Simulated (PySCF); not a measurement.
C6H10NO (doublet state).
SMILES with atom numbers: `[H]/[C:1]=[CH:2]\[CH2:3][C:4](=[O:5])[N:6]([CH3:7])[CH3:8]` (hydrogens: H9 on C1; H10 on C2; H11, H12 on C3; H13, H14, H15 on C7; H16, H17, H18 on C8)

Cartesian coordinates in Å at the GFN2-xTB level; atoms count from 1:
```xyz
18
C6H10NO angstrom
C      2.835    0.879   -0.094
C      1.807    1.113    0.647
C      0.932    0.059    1.328
C     -0.525    0.279    0.960
O     -1.281    0.858    1.718
N     -0.925   -0.178   -0.249
C     -0.077   -0.885   -1.179
C     -2.320   -0.070   -0.613
H      3.396    0.056   -0.473
H      1.481    2.124    0.860
H      1.271   -0.945    1.075
H      1.014    0.210    2.406
H      0.018   -1.943   -0.911
H      0.913   -0.435   -1.221
H     -0.522   -0.823   -2.171
H     -2.757   -1.061   -0.750
H     -2.838    0.445    0.193
H     -2.429    0.503   -1.537
```

The hyperfine couplings belong to this conformer and change with its torsions.

Computed with UKS B3LYP, pcH-1 on C H N O, non-relativistic, mean-field spin-orbit, GIAO (PySCF 2.14.0). The structure is a single GFN2-xTB conformer in the gas phase; no vibrational or solvent corrections. A GFN2-xTB geometry isn't a minimum of the functional, and hyperfine couplings can be far from their values at a DFT geometry. Stability of the SCF solution: not tested.

Principal values of hyperfine tensors in MHz (contact and dipolar terms together), for some of the nuclei:

```
atom  isotope      A1      A2      A3
  C1      13C  226.96  248.56  450.44
 H10       1H  106.58  107.76  124.68
  C3      13C   66.49   67.34   92.77
  C2      13C  -32.22  -10.91    3.02
 H12       1H  -13.25  -10.14   -3.07
 H11       1H  -11.90   -6.97    2.24
  C4      13C   -2.84   -2.61   -1.45
  O5      17O   -4.63   -0.40    0.30
```

**Question.** Split each tensor into its isotropic and traceless parts, and turn a_iso into mT with g = 2.0022.

**Answer.** a_iso is a third of the trace, T = A − a_iso, and a(mT) = a(MHz)/(g × 13.996).

| atom | a_iso (MHz) | a_iso (mT) | T1 | T2 | T3 |
| --- | --- | --- | --- | --- | --- |
| C1 | 308.65 | 11.014 | -81.70 | -60.09 | 141.79 |
| H10 | 113.00 | 4.033 | -6.43 | -5.24 | 11.67 |
| C3 | 75.53 | 2.695 | -9.04 | -8.20 | 17.24 |
| C2 | -13.37 | -0.477 | -18.85 | 2.46 | 16.39 |
| H12 | -8.82 | -0.315 | -4.43 | -1.32 | 5.75 |
| H11 | -5.54 | -0.198 | -6.36 | -1.43 | 7.78 |
| C4 | -2.30 | -0.082 | -0.54 | -0.31 | 0.85 |
| O5 | -1.58 | -0.056 | -3.06 | 1.18 | 1.88 |

**Question.** What spin density at the nucleus of C2 lies behind its contact coupling (g_N = 1.40482)?

**Answer.** a_FC = 800.24 MHz bohr³ × g_N × ρ(0)/(2S). With a_FC = -13.37 MHz and 2S = 1, ρ(0) = -0.01189 bohr⁻³.

**Question.** H9 (1H, g_N = 5.58569) isn't in the table. Its spin density at the nucleus is 0.007693 bohr⁻³. What is its contact coupling?

**Answer.** By the same relation, a_FC = 34.4 MHz. Its full tensor has the principal values 1.74, 27.76, 73.67 MHz.

**Question.** Name the largest traceless tensor T of the table and describe it.

**Answer.** C1: -81.7, -60.1, 141.8 MHz, rhombic: the two smaller values differ by 15 % of the largest.

**Question.** What first-order splitting does C1 cause when the field lies along A1, A2 or A3 of its tensor (g taken as isotropic, no quadrupole term)?

**Answer.** 2 lines (I = 1/2), spaced by |A_i|/(g × 13.996): 8.10, 8.87, 16.07 mT along the axes of A1, A2 and A3.
